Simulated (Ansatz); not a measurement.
The cluster CdSe₂⁻, relaxed as a doublet with UKS PBE0-D4/def2-TZVPD in Ansatz, starting from the GFN1-xTB geometry. Force threshold 0.02 eV/Å.

In the def2 sets Cd takes a core potential; there is no spin–orbit coupling. The structure comes from a short search, and lower isomers may exist.

Start:

```xyz
3

Cd    0.000    0.000    0.000
Se   -0.675    1.910   -0.084
Se    0.675   -1.910    0.084
```

(1) Estimate the energy that the relaxation releases and the steps that it takes.

(2) Does the start keep its bonding and symmetry?

(3) Predict the relaxed structure.

Answers

(1) 294.3 kJ/mol, in 5 steps; 21 s on 4 threads of Arm Neoverse V1 on a shared host. No frequencies were taken in this run, so the end may be a saddle point.

(2) By distances, no bond broke or formed. The bond that changes most is Cd1–Se2, from 2.03 to 2.41 Å (atoms count from 1). Point group D∞h at the start, D∞h at the end, both within 0.05 Å.

(3) 
Cartesian coordinates in Å:
```
Cd 0.000 0.000 0.000
Se -0.804 2.275 -0.101
Se 0.804 -2.275 0.101
```
Bond lengths: 2 × Cd–Se 2.41 Å.
